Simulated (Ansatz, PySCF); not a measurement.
ZrF2I2, SMILES [F][Zr]([I])([I])[F], multiplicity 1.

Coordinates come from a B3LYP-D3(BJ)/def2-SVP optimisation. The multiplicity is an assumed one; no other spin state was optimised. The structure was generated by enumeration; whether it is a known compound was not checked. The def2 effective core potentials stand for the cores of I, Zr; spin–orbit coupling is left out.

Vertical ionisation energy (IE) and electron affinity (EA) in eV. Rows of orbital energies are one-electron estimates. Where ΔSCF, EOM or ADC give a negative EA the extra electron is unbound and the value depends on the basis.

| level | IE | EA |
|---|---|---|
| −ε(HOMO), −ε(LUMO), ωB97X/def2-TZVP (PySCF) | 10.20 | 0.78 |
| −ε(HOMO), −ε(LUMO), PBE/def2-TZVP (PySCF) | 7.01 | 3.42 |
| ΔSCF, CAM-B3LYP/def2-SVPD (Ansatz), final states of multiplicity 2 and 2 | 10.12 | 1.37 |
| ΔSCF, PBE/def2-SVPD (Ansatz), final states of multiplicity 2 and 2 | 9.59 | 0.95 |

Question: What vertical singlet–triplet gap does ΔSCF give with CAM-B3LYP/def2-SVPD (Ansatz, a quantum-chemistry and plane-wave program) and with PBE/def2-SVPD (Ansatz)? (The exact figures need the calculation; the answer reports its results.)

Answer: 3.93 and 3.75 eV (triplet above singlet where positive).
